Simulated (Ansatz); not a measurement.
CH8OSi3 can be A, `OC[SiH]1[SiH2][SiH2]1`, or B, `C[SiH]1[SiH2]O[SiH2]1`.

Program: Ansatz. Geometries: PBE0-D4/def2-TZVP. ΔE: electronic, gas phase. CCSD(T)/CBS is the MP2 limit (def2-TZVPP, def2-QZVPP) plus CCSD(T) − MP2 in def2-TZVPP, frozen cores. DFT in def2-TZVPP. B3LYP here is the variant with VWN-RPA as its local correlation; programs differ in this. One conformer a species, not always the lowest.

**Question.** Which is lower in electronic energy at CCSD(T)/CBS, and by how much? (Best estimate.)

**Answer.** Computed: B, by 345.5 kJ/mol.

**Question.** Give E(B) − E(A) in kJ/mol with B3LYP, HF/def2-TZVPP, CCSD/def2-TZVPP, PBE0-D4, PBE-D4, B3LYP-D4, r2SCAN-D4. (An estimate is asked.)

**Answer.** Computed: B3LYP -338.9, HF/def2-TZVPP -371.0, CCSD/def2-TZVPP -347.9, PBE0-D4 -322.1, PBE-D4 -308.7, B3LYP-D4 -341.6, r2SCAN-D4 -335.1. None reverses the order clearly.

Largest T1 diagnostic: 0.013.

In def2-TZVPP, CCSD(T) changes the Hartree–Fock value by +27.9 kJ/mol (the triples alone add +4.8 kJ/mol) and MP2 by +12.9 kJ/mol. From PBE to PBE0 (25 % exact exchange), in def2-TZVPP and without D4, E(B) − E(A) moves by −13.7 kJ/mol.
